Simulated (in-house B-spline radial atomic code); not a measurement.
# RPA and G0W0 on r2SCAN: Ga³⁺

Configuration [Ar] 3d10, mean-field start r2SCAN. Computed with a B-spline radial code for spherical atoms: all electrons, non-relativistic, point nucleus, each spin shell either full or empty, empty states to l = 9 with an (l + 1/2)⁻⁴ tail; G0W0 by contour deformation at full frequency.

Command:
```bash
python run_gw.py task.json out
```
Settings (radii: box in bohr, nucleus in fm):
```
Z                        31
electrons                28
configuration            [Ar] 3d10
hamiltonian              nr
method                   r2scan
lmax                     9
spin_polarised           False
box_radius               14.14
intervals                51
```

Run time, properties included: 1.8 s on 1 thread of Arm Neoverse N1, with other jobs on the host.

Energies (hartree):

```tsv
term	value
mean-field total	-1922.74184
Hartree-Fock functional on these orbitals	-1921.29636
direct second order	-2.4885
second-order exchange	0.71329
SOSEX correction	0.64665
```

What is the RPA correlation energy, and what remains with SOSEX?

RPA gives -2.0966 hartree (-2.04 eV per electron); RPA + SOSEX gives -1.45, and the second-order doubles -1.7752 hartree (no singles). RPA lacks exchange-type terms and so overcorrelates at short range.

Quasi-particle levels (eV):

```tsv
level	occupied	mean field	Σx - vxc	Σc	QP weight	G0W0
3d	yes	-53.26	-13.04	?	?	?
4s	no	-34.78	5.94	-1.42	0.983	-30.26
```

G0W0 = mean field + (Σx - vxc) + Σc, with Σc (partial-wave tail included) taken at the quasi-particle energy. Only the outer levels were computed. Levels of low weight are left out.

Where does G0W0 put 3d?

At -63.60 eV, with Σc = 2.70 eV and a quasi-particle weight of 0.920. The tabulated removal energy is 63.241 ± 0.009 eV (NIST, measured); the calculation leaves out relativity, Breit and QED terms, and what these don't explain is the method's own error.
